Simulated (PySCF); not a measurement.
Compound: GeH3PH2, GeH5P.
SMILES: `[PH2][GeH3]`

Computed with PySCF at PBE0/def2-SVPD, non-relativistic, on one gas-phase PBE0-D3(BJ)/def2-SVP geometry that isn't relaxed in the solvent. The solvent is an IEF-PCM continuum (Bondi radii, 1.10 Å for H, scaled by 1.2), and excitations are vertical TDDFT with non-equilibrium linear response and a frozen core. Specific hydrogen bonds and non-electrostatic terms are outside this model. Spin–orbit coupling is left out although an atom past zinc is present.

| run | E − E(gas) (kcal/mol) | HOMO (eV) | HOMO–LUMO gap (eV) | dipole (D) | lowest singlet (eV) | static polarisability (au) |
| --- | --- | --- | --- | --- | --- | --- |
| gas | 0.00 | -7.55 | 7.38 | 0.69 | 6.41 | 62.7 |
| P | -0.69 | -7.48 | 7.41 | 0.93 | 6.40 | 81.4 |
| Q | -1.02 | -7.48 | 7.43 | 1.07 | 6.44 | 91.7 |

Task: The runs were made in chloroform and water. Which run belongs to which solvent?

Result: P = chloroform, Q = water. The dielectric constants are 4.711 (chloroform), 78.36 (water), and the energy falls further as ε rises. The optical constants n² used for the excitations are 2.09, 1.78 in the same order. In this model the ground state sees the solvent through ε alone.

Task: How constant is the ratio of the lowering to (ε − 1)/(2ε + 1)?

Result: 
```csv
solvent,(ε − 1)/(2ε + 1),E − E(gas) (kcal/mol),ratio (kcal/mol),polarisation term (kcal/mol)
chloroform,0.356,-0.69,-1.9,-0.80
water,0.490,-1.02,-2.1,-1.27
```

The ratio changes by +7.1 % in size from chloroform to water. The polarisation term is half the interaction of the solute with the induced surface charges.
